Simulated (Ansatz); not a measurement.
Compare A (`C#CC[SiH2]C`) with its isomer B (`C=CC(=C)[SiH3]`).

Computed with Ansatz on PBE0-D4/def2-TZVP structures; ΔE is electronic, products minus reactants. CCSD(T)/CBS is the MP2 limit (def2-TZVPP, def2-QZVPP) plus CCSD(T) − MP2 in def2-TZVPP, frozen cores. DFT in def2-TZVPP. B3LYP here is the variant with VWN-RPA as its local correlation; programs differ in this. One conformer a species, not always the lowest.

Question: Which is lower in electronic energy at CCSD(T)/CBS, and by how much? (An estimate is asked.)

Answer: Ansatz gave: B, by 2.6 kcal/mol.

Question: Give E(B) − E(A) in kcal/mol with CCSD/def2-TZVPP, r2SCAN-D4, B2PLYP, CCSD(T)/def2-TZVPP, B3LYP, ωB97M-V, HF/def2-TZVPP. (Best estimate.)

Answer: The calculation gave: CCSD/def2-TZVPP -2.3, r2SCAN-D4 -3.6, B2PLYP -2.3, CCSD(T)/def2-TZVPP -3.1, B3LYP -3.8, ωB97M-V -1.5, HF/def2-TZVPP -3.2. None reverses the order clearly.

Largest T1 diagnostic: 0.012.

From PBE to PBE0 (25 % exact exchange), in def2-TZVPP and without D4, E(B) − E(A) moves by +0.9 kcal/mol. The D4 term adds −1.0 kcal/mol with B3LYP and −0.5 kcal/mol with PBE0; it sums over pairs of atoms, weighted by their polarisabilities, and B3LYP, whose exchange is more repulsive, gets the larger term.
